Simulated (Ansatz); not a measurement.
`CO[Si@@H](O)[Si@H](O)Cl`, charge 0, multiplicity 1.

Task: Give a relaxed structure at PBE0-D4/def2-TZVP (the Gaussian-basis code of Ansatz). (Estimate.)

Result: Computed: 
Cartesian coordinates in Å:
```
C -1.514 1.806 0.271
O -1.373 0.585 -0.423
Si -0.469 -0.686 0.077
O -1.042 -2.054 -0.618
Si 1.765 -0.476 -0.609
O 2.772 -1.656 -0.078
Cl 2.326 1.361 0.186
H -2.419 2.299 -0.087
H -0.658 2.461 0.086
H -1.604 1.647 1.351
H -0.555 -0.737 1.571
H -1.972 -2.263 -0.509
H 1.990 -0.401 -2.070
H 2.753 -1.884 0.853
```
This is one stationary point; other conformers may exist.
